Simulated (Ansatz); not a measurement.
[(OH)2Al]2O (Al₂O₅H₄). Charge 0, multiplicity 3. Geometry PBE0-D4/def2-SVP, that of the neutral singlet; atoms count from 1.

```xyz
11

Al    0.036   -0.497   -1.485
O     1.343   -1.152   -2.347
O    -1.456   -0.353   -2.278
O     0.156    0.013    0.117
Al   -0.073    0.582    1.695
O     0.493    2.097    2.199
O    -0.846   -0.331    2.894
H     2.224   -1.274   -1.992
H    -1.585   -0.619   -3.190
H     0.953    2.720    1.637
H    -1.246   -1.188    2.751
```

At PBE0-D4/def2-TZVP a singlet of charge 0 lies 6.41 eV below the triplet at the same geometry.

Q: Estimate the Mulliken populations from the PBE0/def2-TZVP orbitals of Ansatz.

A: 
```
atom  charge (e)  spin (α − β)
 Al1        0.28          0.47
  O2       -0.49          0.04
  O3       -0.48          0.07
  O4        0.09          0.54
 Al5        0.26          0.50
  O6       -0.44          0.12
  O7       -0.43          0.15
  H8        0.30          0.02
  H9        0.31          0.02
 H10        0.30          0.03
 H11        0.30          0.04
```
Mulliken values and Mayer orders depend strongly on the basis.

Q: Where does the spin sit?

A: Summed by element: Al 0.97, O 0.92, H 0.11, of 2 unpaired in all. Largest on single atoms: O4 0.54, Al5 0.50, Al1 0.47.

Q: And the Mayer bond orders between bonded heavy atoms (over 0.3)?

A: Al1–O2 1.16 (1.70 Å); Al1–O3 1.13 (1.70 Å); Al1–O4 0.85 (1.69 Å); O4–Al5 0.86 (1.69 Å); Al5–O6 1.09 (1.69 Å); Al5–O7 1.08 (1.69 Å). Values over 0.3 also appear between atoms too far apart for a bond (Al1–Al5 0.49 at 3.36 Å); they arise where an orbital or an unpaired electron spreads over both atoms.
